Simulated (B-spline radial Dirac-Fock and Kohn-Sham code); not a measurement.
B 1s: cross section and angular parameters

System: neutral boron, configuration [He] 2s2 2p1; threshold 188.0 eV (tabulated edge). Level of theory: Dirac-Hartree-Slater photoionisation with a Latter tail; cross sections with all multipoles, angular parameters from the dipole term and its interference with E2; a radial B-spline solver.

```
hν (eV)   σ (kb)      β      γ
    275      620  2.000  0.121
    300      504  2.000  0.151
    310      466  2.000  0.162
    393      260  2.000  0.241
    444      190  2.000  0.284
    477      157  2.000  0.310
    480      155  2.000  0.312
    665     64.5  2.000  0.434
    805     38.1  2.000  0.510
   1000     20.7  2.000  0.602
 1253.6        ?      ?      ?
 1486.9     6.55  2.000  0.789
   3350    0.560  2.000  1.285
   4700    0.194  2.000  1.552
   4830    0.178  2.000  1.576
 5414.7    0.124  2.000  1.678
   6000   0.0893  2.000  1.774
   9770   0.0185  2.000  2.297
  13700  0.00612  2.000  2.735
```

Question: Give the values at Mg Kα (1253.6 eV).

Answer: σ = 10.8 kb, β = 2.000, γ = 0.705. For an s subshell δ is negligible.

Values without a named source are computed, but for edge energies of neutral atoms, which are taken from tables.
